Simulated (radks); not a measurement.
Q: Valence configurations of the strontium ion Sr+ (all share [Kr]). Calculated with a radial shooting solver on a logarithmic mesh with Libxc functionals: Dirac Kohn-Sham, BLYP, spin-unpolarised, spherical densities, point nucleus; open shells are shared between the two j in proportion to 2j + 1. Order these by energy: 5s1; 5p1; 4d1; 5s0.5 5p0.5; 4d0.5 5s0.5.

A: From the lowest, in eV above it: 5s1 0.000; 4d0.5 5s0.5 0.889; 5s0.5 5p0.5 1.501; 4d1 1.880; 5p1 3.028. NIST lists [Kr] 5s1 as the ground configuration; this level of theory agrees among the configurations tried. The energies are those of spherical spin-averaged densities, not of single terms.
